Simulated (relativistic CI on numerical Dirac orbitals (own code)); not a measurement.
**Er2+ (4f12) in a crystal field**

Calculated by Dirac-Coulomb-Breit CI, KLI orbitals optimised for each configuration, model QED (radiative potential, 1s self-energy scaled to tabulated hydrogen-like ionisation energies), valence Slater integrals scaled by 0.8, one configuration in a parametric crystal field (own radial code).

Field parameters in Wybourne normalisation; cubic f-shell fields have B⁴₄ = √(5/14) B⁴₀ and B⁶₄ = −√(7/2) B⁶₀. The field is a parameter set, without covalency.

S and J are read from ⟨S²⟩ = S(S + 1) and ⟨J²⟩ = J(J + 1) of each level; they are not fictitious spins.

D3d, B20 = -720, B40 = -200, B43 = -530, B60 = 0, B63 = 170, B66 = -310 cm⁻¹, the lowest 10 levels:

```csv
E (cm⁻¹),Degeneracy,Irrep,S,J
0.0,1,A1,0.99,6.00
4.5,1,A2,0.99,6.00
152,2,E,0.99,6.00
253,2,E,0.99,6.00
301,1,A1,0.99,6.00
417,1,A2,0.99,6.00
426,2,E,0.99,6.00
432,2,E,0.99,6.00
433,1,A1,0.99,6.00
5050,1,A1,0.74,4.00
```

Oh, B40 = 1220, B60 = 450 cm⁻¹, the lowest 16 levels:

```tsv
E (cm⁻¹)	Degeneracy	Irrep	S	J
0.0	1	A1	0.99	5.99
68.7	3	T1	0.99	6.00
115	3	T2	0.99	6.00
124	1	A2	0.99	6.00
447	3	T2	0.99	6.00
450	2	E	0.99	6.00
4861	3	T2	0.73	4.00
5144	1	A1	0.74	4.01
5185	3	T1	0.75	4.02
5244	2	E	0.76	4.01
6994	3	T1	1.00	4.99
7029	2	E	1.00	4.99
7124	3	T2	1.00	5.00
7295	3	T1	1.00	4.99
10702	2	E	0.93	4.00
10795	3	T2	0.93	3.99
```

C2v, B20 = -220, B22 = -80, B40 = -350, B42 = 320, B44 = -230, B60 = 470, B62 = 110, B64 = -80, B66 = -190 cm⁻¹, the lowest 10 levels:

```
E (cm⁻¹)  Degeneracy     S     J
     0.0           1  0.99  6.00
     2.1           1  0.99  6.00
    62.6           1  0.99  6.00
    73.9           1  0.99  6.00
    93.3           1  0.99  6.00
     156           1  0.99  6.00
     165           1  0.99  6.00
     192           1  0.99  6.00
     201           1  0.99  6.00
     203           1  0.99  6.00
```

The next free-ion level lies 4861 cm⁻¹ above the lowest; the field splits the ground level into components whose J stays near 6 as long as their spread is small against that gap.

Levels of this model without a field, named by their leading LS term (the scale mimics covalency, so terms lie below those of the real free ion): 3H_6 0, 3F_4 4861, 3H_5 6881, 3H_4 10627, 3F_3 12726, 3F_2 13463, 1G_4 17432, 1D_2 25430 cm⁻¹.
